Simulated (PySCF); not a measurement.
Start geometry of `CCCP1C=CCC=C1` from a GFN2-xTB structure with every atom displaced at random (by about 0.01 Å) (Å):
```
atom  x, y, z in Å
C1    -3.0298    0.1079    1.2414
C2    -2.5201   -0.2171   -0.1468
C3    -1.2994    0.6093   -0.5006
P4     0.1993    0.2478    0.6360
C5     0.7794   -1.2662   -0.1764
C6     2.0663   -1.4384   -0.4211
C7     3.1305   -0.4146   -0.1234
C8     2.6347    0.9841   -0.3846
C9     1.3722    1.3642   -0.1108
H10   -3.9033   -0.4975    1.5020
H11   -3.3739    1.1713    1.2834
H12   -2.2660   -0.0154    1.9905
H13   -2.2965   -1.2664   -0.1901
H14   -3.3053   -0.0267   -0.8886
H15   -0.9745    0.4203   -1.5253
H16   -1.5055    1.6905   -0.3732
H17    0.0520   -2.0147   -0.3853
H18    2.4087   -2.3521   -0.8758
H19    4.0100   -0.6123   -0.7224
H20    3.3894   -0.4899    0.9348
H21    3.3161    1.6691   -0.8216
H22    1.0505    2.3512   -0.3293
```

Q: What comes out of this run: PBE0-D3(BJ)/def2-SVP geometry optimisation, gas phase (PySCF)?

A: 
```
atom  x, y, z in Å
C1    -3.322    0.334    1.136
C2    -2.597   -0.032   -0.150
C3    -1.337    0.789   -0.412
P4     0.011    0.520    0.859
C5     0.688   -1.075    0.310
C6     1.948   -1.273   -0.096
C7     3.002   -0.219   -0.247
C8     2.516    1.198   -0.209
C9     1.303    1.603    0.186
H10   -4.222   -0.282    1.279
H11   -3.637    1.390    1.126
H12   -2.673    0.196    2.016
H13   -2.344   -1.106   -0.144
H14   -3.280    0.099   -1.008
H15   -0.925    0.580   -1.411
H16   -1.577    1.867   -0.377
H17    0.018   -1.938    0.391
H18    2.265   -2.294   -0.342
H19    3.548   -0.388   -1.194
H20    3.778   -0.362    0.532
H21    3.241    1.954   -0.534
H22    1.073    2.674    0.177
```

The energy falls by 25.3 kJ/mol over 12 energy and gradient evaluations, the largest force component goes from 0.0258 to 2.5e-04 Eh/bohr, and the atoms move by 0.345 Å rms after alignment. The bond that changes most is C3–P4 (sp3 carbon bound to phosphorus to phosphine phosphorus), which shortens by 0.043 Å. Bonds longer at the end by more than 0.005 Å: 15 of 22; shorter: 5. Among the angles that change most is H19–C7–H20, from 109.3° to 103.7°. Among the dihedrals that turn most is H20–C7–C8–H21, from 100° to 69°. Rotational constants go from 3322, 804.0, 722.9 to 3200, 791.8, 706.5 MHz. The orientation of the end geometry is arbitrary; only internal coordinates are fixed.

The run used 195 basis functions and 84 SCF cycles in all. The run took 3.4 min of wall time on one thread of an AMD EPYC 9R14, on a shared host, and the process peaked at 0.88 GiB of memory.

No frequency check. One conformer, not necessarily the lowest.
